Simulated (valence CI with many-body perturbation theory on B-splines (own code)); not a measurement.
## Questions on Ce³⁵⁺

Level of theory: relativistic CI+MBPT: five valence electrons over a frozen Dirac-Fock core [Ar], radial functions for each j: 7 s, 7 p, 8 d, 6 f, 4 g, 1 h, with the one-electron correlation potential Σ1 (screened to all orders), the two-electron term Σ2, the three-electron term Σ3, Breit, model QED; selected single and double excitations, second order for the rest, scaled by the run's own slope (own B-spline code, finite nucleus).

The last digits are not significant, and no measured levels were compared; by estimate large intervals hold to a few tenths of a per cent, small ones and those within an open d or f shell to about a per cent. Only levels of the ground parity were solved; by the run's estimate the other parity begins above the list, which can be wrong where configurations are misplaced.

Levels are named by their leading jj configuration (3d3/2^4 stands for four electrons in 3d with j = 3/2), which in mixed levels can hold well under half, so a name can repeat and another be missing.

Rates and lifetimes use the calculated energies. Strong lines usually hold to 10 to 20 %, long lifetimes can be off by a factor of two.

Problem. What is the ground level?

Solution. (3d3/2^4 3d5/2) J=5/2, composition 35 % 3d5 6S + 31 % 3d5 4P + 14 % 3d5 2D, g = 1.564.

Problem. What is the ionisation energy?

Solution. 2378.4 eV; NIST lists 2378 ± 5 eV (theoretical).

Problem. How well does LS coupling describe the low levels?

Solution. Among the lowest 20 levels the leading LS term, summed over configurations, holds 50 % on average. For single configurations the figures are 50 % in LS and 86 % in jj coupling. Terms mix most in the J = 7/2 level at 33.539 eV, where the leading one holds 34 %.
